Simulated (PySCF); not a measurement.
Labels have come off several samples. The candidates:

A. `CC1=CCC=C1`
B. `C=Cc1pcoc1C(=O)OC`
C. SMILES C1=CCCCC1
D. `CC(/C(=N/NC)C)(C)C`

Spectrum 1. 13C{1H} NMR (computed): δ 192.0 (CH), 166.0 (C), 164.1 (C), 150.7 (C), 138.8 (CH), 128.7 (CH2), 53.5 (CH3).

Spectrum 2. 13C{1H} NMR (computed): δ 135.0 (CH), 29.7 (CH2), 26.4 (CH2).

Spectrum 3. 13C{1H} NMR (computed): δ 150.2 (C), 142.7 (CH), 142.7 (CH), 134.8 (CH), 45.5 (CH2), 18.1 (CH3).

Spectrum 4. 13C{1H} NMR (computed): δ 145.0 (C), 41.1 (CH3), 40.4 (C), 29.7 (CH3), 10.1 (CH3).

Method: GFN2-xTB structure, shielding tensors at PBE0/pcSseg-1 (GIAO), in PySCF (a single conformation, isolated molecule, averaged over atoms made equivalent by symmetry, fast rotation or ring inversion, no relativistic terms).

Scale: TMS for 13C (reference shieldings calculated alike). Splittings of carbon signals by F and P are missing where no couplings were computed. Shifts are as computed. Against solution values, carbons near 30 ppm lie about +3 ppm off and those near 130 ppm about +5 ppm. Of 1211 compounds with measured shifts, 218 miss one by over three times the rms of a fit or turn the order of signals round; such compounds aren't used in these exercises.

Match each spectrum to its structure.

## Answers

1–B, 2–C, 3–A, 4–D.

- Spectrum 1 (B): 7 13C signals; δC 166.0 is an ester carbonyl carbon; δC 138.8 is an alkene CH.
- Spectrum 2 (C): 3 13C signals; δC 135.0 is an alkene CH; δC 29.7 is an allylic sp3 CH2.
- Spectrum 3 (A): 6 13C signals; δC 150.2 is a fully substituted alkene carbon; δC 142.7 is an alkene CH.
- Spectrum 4 (D): 5 13C signals; δC 41.1 is a methyl carbon bonded to N; δC 40.4 is a quaternary sp3 carbon.
